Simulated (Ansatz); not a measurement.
Relaxation of ClFGeH₇NSi (12 atoms, charge 0, multiplicity 1), to a largest force component of 0.03 eV/Å in at most 50 steps.

Theory: RKS BLYP/def2-SVP in Ansatz 0.2.0.

```xyz
12
Properties=species:S:1:pos:R:3:forces:R:3
Ge 0.475 0.024 -0.184 0.08 0.02 0.19
Cl 0.836 -0.243 1.984 0.07 -0.01 -0.16
H 1.850 -0.215 -0.851 0.05 -0.01 -0.06
H -0.210 1.372 -0.467 0.00 0.01 -0.03
F -0.537 -1.312 -0.732 0.01 -0.01 -0.01
N -2.322 0.013 1.179 0.27 -0.37 0.38
H -2.928 -0.498 0.530 -0.06 -0.01 -0.02
Si -3.028 1.172 2.306 -0.02 0.06 0.06
H -3.907 0.626 3.407 -0.01 -0.06 -0.06
H -1.880 1.860 2.971 0.04 0.06 0.03
H -3.853 2.166 1.541 0.03 -0.05 -0.06
H -1.675 -0.672 1.627 -0.45 0.36 -0.26
```

Q: Where does it end, and by what steps?

A: The forces met the threshold. After 18 steps the energy has fallen by 0.093 eV; Cl2 moved furthest, 1.06 Å.

| step | energy less start (eV) | largest force component (eV/Å) | accepted |
| --- | --- | --- | --- |
| 0 | 0.0000 | 0.452 | yes |
| 1 | -0.0317 | 0.217 | yes |
| 2 | -0.0390 | 0.141 | yes |
| 3 | -0.0414 | 0.097 | yes |
| 4 | -0.0441 | 0.085 | yes |
| 5 | -0.0464 | 0.122 | yes |
| 6 | -0.0502 | 0.196 | yes |
| 7 | -0.0542 | 0.203 | yes |
| 8 | -0.0551 | 0.308 | yes |
| 9 | -0.0580 | 0.301 | yes |
| 10 | -0.0757 | 0.181 | yes |
| 11 | -0.0822 | 0.114 | yes |
| 12 | -0.0870 | 0.107 | yes |
| 13 | -0.0892 | 0.119 | yes |
| 14 | -0.0910 | 0.066 | yes |
| 15 | -0.0925 | 0.059 | yes |
| 16 | -0.0932 | 0.047 | yes |
| 17 | -0.0933 | 0.031 | yes |
| 18 | -0.0935 | 0.015 | yes |

```xyz
12
Properties=species:S:1:pos:R:3
Ge 0.590 -0.048 -0.390
Cl 1.437 -0.923 1.428
H 1.570 -0.351 -1.550
H 0.208 1.428 -0.164
F -0.875 -0.965 -0.783
N -2.025 0.151 1.738
H -2.193 -0.457 0.928
Si -3.318 1.199 2.295
H -4.535 0.524 2.885
H -2.753 2.098 3.356
H -3.787 2.015 1.125
H -1.499 -0.377 2.443
```

Whether the end is a true minimum wasn't checked by a vibrational analysis.

Run time: 31 s on 4 threads of Arm Neoverse V2, on a shared host, peak memory 0.21 GiB.
